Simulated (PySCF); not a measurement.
A calculated (TPSS, PySCF 2.14, jorge-DZP-DKH, scalar relativity by spin-free X2C-1e) atom or ion has these occupied shells.

```
shell  electrons  orbital energy (eV)  rms radius, mean of both spins (bohr)
 1s α          1              -3530.3                                 0.0937
 1s β          1              -3530.3                                 0.0937
 2s α          1              -355.19                                  0.421
 2s β          1              -355.17                                  0.421
 2p α          3              -280.73                                  0.390
 2p β          3              -280.71                                  0.390
 3s α          1              -35.923                                   1.37
 3s β          1              -35.856                                   1.37
 3p α          3              -19.038                                   1.56
 3p β          3              -18.959                                   1.56
 4s α          1               -2.439                                   5.41
```

(1) Name the element and its charge.

Answers

(1) K (potassium, neutral), in [Ar] 4s1, 2S determinant.
